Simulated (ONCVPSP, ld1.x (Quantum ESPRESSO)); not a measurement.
# Potentials for Ge compared

Generated with ld1.x 7.5 (TM, RRKJ, ultrasoft, PAW), atompaw 4.2 or ONCVPSP 4.0.1. The cutoff is in Ry: for ld1.x and atompaw files where the sum of valence levels is converged to 10 mRy in a Bessel basis, for ONCV files where the hardest occupied wave has 1 mHa per electron of residual kinetic energy. The error is the largest all-electron minus pseudo excitation energy over each file’s own four to seven test configurations (ionisations up to +4, promotions, holes and added fractions of an electron), all of which were solved. The labels leave out finer settings (local radius, basis sizes, second energies), which also bear on the numbers. Spin-polarised tests are not counted. The rows are a selection from randomly drawn settings: files with unsolved tests, undetermined cutoffs or missed reference levels are left out.

A true bound ghost makes a file unfit for plane-wave use even where its test errors are small: the radial tests pick states by their node count and pass the ghost by.

```csv
potential,cutoff (Ry),largest error (meV),bound ghosts
"ONCV, PBEsol, scalar-relativistic, rc 1.60/2.25 (sp), local smoothed, core correction yes, reference 4s2 4p1.5, qcut 3.2/3.3, projectors 1/2",61,-286,none
"ONCV, PBE, scalar-relativistic, rc 1.90/2.00/1.05 (spd), local d, core correction yes, reference 3d10 4s2 4p1.75, qcut 2.7/4.2/13.1, projectors 2/2/0",158,+17,"s, p"
```

Q: Fill in the row for Ge: ONCV, LDA (Perdew-Wang 92), non-relativistic, rc 1.00/1.30/1.10 (spd), local smoothed, core correction no, reference 3s2 3p6 3d10 4s2 4p2, qcut 16/13.3/16.3, projectors 2/2/1.

A: cutoff 194 Ry, largest error +0.8 meV, bound ghosts: none.

Q: Fill in the row for Ge: ultrasoft, LDA (PZ), scalar-relativistic, rc 1.95/2.55 (sp), local smoothed, core correction yes, reference 4s2 4p0.5.

A: cutoff 6 Ry, largest error -15 meV, bound ghosts: none.

Q: Fill in the row for Ge: ONCV, LDA (Perdew-Wang 92), scalar-relativistic, rc 1.90/1.05/1.25 (spd), local smoothed, core correction yes, reference 3p6 3d10 4s2 4p1, qcut 4.4/13.3/11.7, projectors 2/2/2.

A: cutoff 121 Ry, largest error -9.5 meV, bound ghosts: s.
